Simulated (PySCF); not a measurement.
**Mercury: a sound run and one with changed settings**

Sound run: Hg [Xe] 4f14 5d10 6s2, Hg⁺ [Xe] 4f14 5d10 6s1. Computed with PySCF 2.14 in cc-pVDZ-PP with ECP60MDF, with scalar relativity through the core potential. In the sound run the correlated levels freeze 5s2 5p6 outside the core potential. The sound run starts from symmetry-adapted Hartree-Fock orbitals and uses a fine grid where one is needed.

Changed run: initial guess atom, at most 50 SCF cycles.

```json
{"species": "Hg", "method": "UHF", "sound run (hartree)": "-152.53989", "changed run (hartree)": "-152.53989", "converged": "yes"}
{"species": "Hg", "method": "r2SCAN", "sound run (hartree)": "-153.56865", "changed run (hartree)": "-153.56865", "converged": "yes"}
{"species": "Hg", "method": "CCSD(T)", "sound run (hartree)": "-152.87222", "changed run (hartree)": "-152.87222", "converged": "yes"}
{"species": "Hg⁺", "method": "MN15", "sound run (hartree)": "-152.84402", "changed run (hartree)": "-152.84402", "converged": "yes"}
{"species": "Hg⁺", "method": "MP2", "sound run (hartree)": "-152.51612", "changed run (hartree)": "-152.51612", "converged": "yes"}
```

Here the plain start reaches the same solutions.
